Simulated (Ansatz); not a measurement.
`O[SiH2][SiH2]CF` + H–F → `FC[SiH2]F` + silanol  (cleavage of the Si–Si bond)

Gas-phase electronic energies from Ansatz, PBE0-D4/def2-TZVP geometries. CCSD(T)/CBS is the MP2 limit (def2-TZVPP, def2-QZVPP) plus CCSD(T) − MP2 in def2-TZVPP, frozen cores. This one scheme is used for every species. Functionals use def2-TZVPP. B3LYP here is the variant with VWN-RPA as its local correlation; programs differ in this. Each species was taken in one conformer, which may not be the lowest.

`O[SiH2][SiH2]CF`:

```xyz
12

O     2.021   -1.531    1.398
Si    1.404   -0.735    0.085
Si   -0.691    0.229    0.545
C    -1.320    1.217   -0.955
F    -1.319    0.416   -2.094
H     1.550   -2.305    1.708
H     2.389    0.329   -0.234
H     1.280   -1.644   -1.090
H    -0.603    1.179    1.690
H    -1.689   -0.822    0.893
H    -0.681    2.085   -1.149
H    -2.340    1.581   -0.797
```

H–F:

Z-matrix (Å, degrees):
```
F
H 1 0.920
```

`FC[SiH2]F`:

Z-matrix (Å, degrees):
```
C
Si 1 1.881
F 1 1.389 2 111.3
H 1 1.097 2 109.9 3 -120.2
H 1 1.096 2 111.2 3 121.0
F 2 1.598 1 109.8 3 -69.4
H 2 1.485 1 108.3 3 172.6
H 2 1.481 1 110.8 3 50.0
```

`O[SiH3]`:

Z-matrix (Å, degrees):
```
Si
O 1 1.648
H 1 1.489 2 111.7
H 1 1.489 2 111.7 3 120.9
H 1 1.481 2 105.9 3 -119.6
H 2 0.957 1 117.9 3 -60.5
```

CCSD(T)/CBS gives -1.42 eV.

Problem. Another level gave -1.43 eV. Which?
A. PBE0/def2-TZVPP
B. r2SCAN/def2-TZVPP
C. PBE0-D4/def2-TZVPP
D. B3LYP/def2-TZVPP

Solution. B. r2SCAN -1.43, B3LYP -1.54, PBE0 -1.31, PBE0-D4 -1.25 eV.

Largest T1 diagnostic among the species: 0.012.

From PBE to PBE0 (25 % exact exchange), in def2-TZVPP and without D4, ΔE moves by −0.06 eV. In def2-TZVPP, CCSD(T) changes the Hartree–Fock value by +0.36 eV (the triples alone add +0.05 eV) and MP2 by +0.30 eV. The D4 term adds +0.10 eV with B3LYP and +0.06 eV with PBE0; it sums over pairs of atoms, weighted by their polarisabilities, and B3LYP, whose exchange is more repulsive, gets the larger term.
